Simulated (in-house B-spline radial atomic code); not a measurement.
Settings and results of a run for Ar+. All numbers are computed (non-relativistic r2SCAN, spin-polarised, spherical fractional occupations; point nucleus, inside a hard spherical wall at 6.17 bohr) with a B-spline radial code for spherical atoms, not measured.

Command:
```bash
python run_scf.py task.json out
```
Settings:
```
Z                18
configuration    [Ne] 3s2 3p4 3d1
hamiltonian      nr
method           r2scan
spin_polarised   True
wall_radius      6.17
```

Output (hartree, bohr):
```
 radial grid: 41 intervals, B-splines of order 8, outer radius 6.17 bohr

 iter        energy (Eh)    residual
    1        -526.267183    3.15e-02
    2        -526.269923    1.24e-03
    3        -526.269935    7.42e-04
    4        -526.269937    4.18e-04
    5        -526.269938    5.24e-05
    6        -526.269938    9.08e-06
    7        -526.269938    3.32e-06
    8        -526.269938    8.53e-07
    9        -526.269938    2.70e-08

 total energy                      -526.26994
 kinetic                             525.7577
 electron-nucleus                  -1242.8669
 Hartree                             221.1925
 exchange-correlation                -30.3532

 orbital      occ     eigenvalue          <r>       <r^2>       <1/r>       <r^4>     <1/r^3>       r_max
 1s up      1.000      -115.4338    0.0862119  0.00998892     17.5431 0.000257149           -     0.05655
 1s down    1.000      -115.4117    0.0861969  0.00998517     17.5453 0.000256954           -     0.05655
 2s up      1.000       -11.6856     0.414449    0.203789     3.54485   0.0745287           -      0.3398
 2s down    1.000       -11.6693     0.414293    0.203449     3.54313   0.0739186           -        0.34
 2p up      3.000        -9.2280     0.376295    0.175857     3.45067   0.0655301     125.365      0.2813
 2p down    3.000        -9.1998     0.376203    0.175555     3.44917   0.0648881     125.172      0.2817
 3s up      1.000        -1.5233       1.3587     2.12637     1.01512     7.33073           -       1.163
 3s down    1.000        -1.3742      1.37277     2.17757     1.00638     7.79609           -       1.164
 3p up      3.000        -0.9607      1.51223     2.68432     0.89496     12.4974     11.5518       1.248
 3p down    1.000        -0.8171      1.53724     2.78788     0.88359      13.757     11.2933       1.254
 3d up      1.000        -0.1989      2.20458     5.90257    0.582283     63.5957    0.543194       1.616
```

Time taken, with all properties: 0.08 s on 1 thread of Arm Neoverse V2 (shared host).
